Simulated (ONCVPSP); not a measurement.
**Before and after: ONCV potential for molybdenum**

Mo (Z = 42), optimised norm-conserving Vanderbilt (ONCV), made with ONCVPSP 4.0.1 (LDA (Perdew-Wang 92), scalar-relativistic). Core [Ar] 3d10, reference 4s2 4p6 4d5 5s1. Waves: 4s+5s: rc 1.65 bohr, ncon 4, nbas 9, qcut 5.8 1/bohr, 2 projectors; 4p: rc 1.25 bohr, ncon 3, nbas 7, qcut 7.8 1/bohr, 2 projectors, debl 1.4 Ha; 4d: rc 2.35 bohr, ncon 5, nbas 10, qcut 6 1/bohr, 2 projectors, debl 3.6 Ha. Local part: polynomial inside 1.20 bohr (lpopt 4, dvloc0 0 Ha). Core correction: Teter function, fcfact 5.5, rcfact 1.6.

In the p channel the program set the typed energies aside and used -1.418, 0.250 Ha.

All-electron outer shells of the reference configuration (LDA (PZ), scalar-relativistic, ld1.x):

| shell | level (eV) | outermost node (bohr) | outermost maximum (bohr) |
| --- | --- | --- | --- |
| 3d | -221.32 | – | 0.32 |
| 4s | -64.42 | 0.51 | 0.99 |
| 4p | -38.59 | 0.52 | 1.06 |
| 5s | -4.33 | 1.34 | 2.93 |
| 4d | -3.94 | 0.53 | 1.38 |

Change: local potential polynomial inside 1.05 bohr (lpopt 5, dvloc0 4 Ha).

Cutoffs: the cutoffs (Ha) at which the residual kinetic energy of the hardest occupied pseudo-wave falls to 1 and 0.1 mHa per electron; they do not see the model core or the augmentation charge, which bear on the density cutoff. Errors are all-electron minus pseudo energies relative to the spin-unpolarised reference configuration.

Task: What does the change do?

Result: The potential gets neither clearly harder nor softer (26 Ha and 47 Ha → 26 Ha and 47 Ha); the errors of the 4 common tests hardly move; neither file shows a bound ghost.

| quantity | base | changed |
| --- | --- | --- |
| cutoff, loose | 26 Ha | 26 Ha |
| cutoff, tight | 47 Ha | 47 Ha |
| bound ghosts | none | none |
| GHOST(+) flags under 300 eV | none | s at 153.5 eV |
| error for 4s2 4p6 4d5 5s0, meV [ΔE 7.18 eV] | -1.8 | -1.8 |
| error for 4s2 4p6 4d4 5s0, meV [ΔE 22.88 eV] | -2.0 | -1.8 |
| error for 4s2 4p6 4d3 5s0, meV [ΔE 49.84 eV] | +19 | +20 |
| error for 4s2 4p6 4d5.5 5s0.5, meV [ΔE 0.31 eV] | -0.9 | -0.8 |
| s: phases at 1.68 bohr within 0.05 rad from the reference energy up to (Ha; the scan ends near 5) | to the end of the scan | 4.6 |
| p: phases at 1.27 bohr within 0.05 rad from the reference energy up to (Ha; the scan ends near 5) | to the end of the scan | to the end of the scan |
| d: phases at 2.39 bohr within 0.05 rad from the reference energy up to (Ha; the scan ends near 5) | to the end of the scan | to the end of the scan |
| rms error of d²Exc/dni dnj with the model core, mHa | 2.49 | 2.49 |
